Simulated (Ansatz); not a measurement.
Species: HF2GaS, SMILES `[F][Ga]([F])[SH]` (F–Ga–S–H torsion 0°) (charge 0, multiplicity 1).

### Question
Give a relaxed geometry from Ansatz (a first-principles code) with CAM-B3LYP-D3(BJ)/def2-TZVP.

### Answer
One answer among several that fit: the end point of this relaxation, one of several conformers (outside a Z-matrix the atoms follow the SMILES, hydrogens last).
Z-matrix (Å, degrees):
```
Ga
F 1 1.7348
F 1 1.7377 2 114.75
S 1 2.1595 2 122.48 3 179.99
H 4 1.3420 1 92.41 2 -179.99
```
